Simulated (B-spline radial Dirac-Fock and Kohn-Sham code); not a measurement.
Dipole and non-dipole photoemission parameters of Ru⁴⁺ 4s

System: ruthenium as Ru⁴⁺, configuration [Kr] 4d4; threshold 135.8 eV (orbital energy of the model). Method: Dirac-Hartree-Slater photoionisation with a Latter tail; cross sections with all multipoles, angular parameters from the dipole term and its interference with E2. Computed with a B-spline atomic structure program.

For linearly polarised light dσ/dΩ = σ/(4π) [1 + β P₂(cos θ) + (δ + γ cos²θ) sin θ cos φ], with θ from the polarisation vector and φ the angle between the beam and the projection of the electron momentum on the plane normal to the polarisation.

```csv
hν (eV),σ (kb),β,γ
150,197,1.977,0.198
180,169,1.982,0.261
200,152,1.984,0.284
243,122,1.987,0.307
294,96.6,1.989,0.313
365,71.9,1.990,0.304
476,48.5,1.992,0.269
1230,10.3,1.994,0.031
1240,10.1,1.994,0.029
1290,9.46,1.994,0.018
1610,6.40,1.995,-0.036
1660,6.05,1.995,-0.043
2000,4.32,1.995,-0.074
2780,2.34,1.995,-0.086
2890,2.17,1.995,-0.083
2910,2.14,1.995,-0.082
4000,1.15,1.996,-0.006
4180,1.06,1.996,0.011
5100,0.707,1.996,0.113
5414.7,0.625,1.996,0.151
8900,0.218,1.995,0.611
9210,0.202,1.995,0.652
11300,0.128,1.995,0.919
11400,?,?,?
12300,0.106,1.995,1.042
14100,0.0774,1.995,1.255
15000,0.0671,1.994,1.358
```

Q: Give the values at 11400 eV.

A: σ = 0.126 kb, β = 1.995, γ = 0.932. For an s subshell δ is negligible.
